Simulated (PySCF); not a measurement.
## How methods differ on the excitation energy of Ni

Ni [Ar] 3d8 4s2 (3F) → Ni [Ar] 3d8 4s1 4p1 (high-spin determinant), as a difference of total energies. Computed with PySCF 2.14 in x2c-TZVPPall (6s5p4d2f1g, 64 functions), with scalar relativity by spin-free X2C-1e. Correlated levels: valence and next inner shell: [Ne] frozen. The calculations carry no spin-orbit coupling.

```
                                method  excitation energy (cm⁻¹)
                                   UHF                     19974
    MP2 (valence and next inner shell)                     27970
SCS-MP2 (valence and next inner shell)                     29096
   CCSD (valence and next inner shell)                     28395
CCSD(T) (valence and next inner shell)                     29084
```

A first-order spin-orbit estimate (lowest level to lowest level, LS coupling) adds 0.024 eV.

The basis was made for the ground configuration and has no added diffuse functions, so the excitation energy can come out too high.

The determinant of the upper state mixes LS terms, which raises its energy above the lowest term, most at the Hartree-Fock and MP2 levels.
